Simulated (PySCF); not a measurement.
A structure optimised at PBE-D3(BJ)/def2-SVP, used in a PySCF frequency run:

```
O
Si 1 1.6390
F 2 1.6258 1 111.07
F 2 1.6305 3 105.66 1 -118.58
H 2 1.4818 3 109.23 4 -118.70
Ge 1 1.8177 2 130.77 5 154.18
H 6 1.5445 1 104.50 2 158.38
H 6 1.5476 7 112.18 1 -116.01
H 6 1.5492 7 112.16 8 -126.63
```

Problem. Write its SMILES and formula.

Solution. F[SiH](F)[O][GeH3], F2GeH4OSi

Problem. What are its rotational constants (standard atomic weights)?

Solution. 5.1952, 1.1759, 1.0847 GHz
